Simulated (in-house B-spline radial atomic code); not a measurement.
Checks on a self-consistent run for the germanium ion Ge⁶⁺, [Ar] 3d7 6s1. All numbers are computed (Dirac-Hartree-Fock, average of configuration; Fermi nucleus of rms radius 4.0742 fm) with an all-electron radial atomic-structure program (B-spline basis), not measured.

| orbital | q | ε (Eh) | <1/r> | <r²> | small-component weight |
| --- | --- | --- | --- | --- | --- |
| 1s1/2 | 2 | -416.20438 | 32.3857 | 0.00297091 | 0.013398 |
| 2s1/2 | 2 | -58.64995 | 7.18294 | 0.0515101 | 0.0026196 |
| 2p1/2 | 2 | -52.52325 | 7.11082 | 0.0402209 | 0.002585 |
| 2p3/2 | 4 | -51.33944 | 6.92023 | 0.0416747 | 0.0025346 |
| 3s1/2 | 2 | -12.14613 | 2.35896 | 0.418277 | 0.00062979 |
| 3p1/2 | 2 | -10.00712 | 2.24516 | 0.436382 | 0.00058393 |
| 3p3/2 | 4 | -9.82724 | 2.20329 | 0.448095 | 0.00057246 |
| 3d3/2 | 2.8 | -6.39694 | 1.98392 | 0.475973 | 0.00047877 |
| 3d5/2 | 4.2 | -6.36975 | 1.97333 | 0.480226 | 0.00047549 |
| 6s1/2 | 1 | -1.11559 | 0.291676 | 24.9897 | 3.6489e-05 |

Electron-electron repulsion V_ee = 692.5640 hartree.

Problem. What total energy follows from the eigenvalues?

Solution. The eigenvalues count the repulsion twice, so E = Σqε - V_ee = -1389.508 - 692.564 = -2082.072 hartree; the run printed -2082.072.

Problem. Does the Dirac virial theorem hold?

Solution. For a point nucleus E = -2c²Σq·w, with w the small-component weight. Here Σq·w = 0.055436 and c = 137.0360, so the ratio E/(-2c²Σq·w) is 1.000012; the finite nucleus accounts for the departure from 1.

Problem. What diamagnetic shielding (Lamb formula) and susceptibility (Langevin formula) do the radii give?

Solution. σ = (α²/3)Σq<1/r> = 153.196/(3·137.036²) = 2719.3 ppm, and χ = -0.79199×10⁻⁶·Σq<r²> = -25.5×10⁻⁶ cm³/mol with Σq<r²> = 32.197 bohr². Both are non-relativistic formulas without the paramagnetism of open shells.
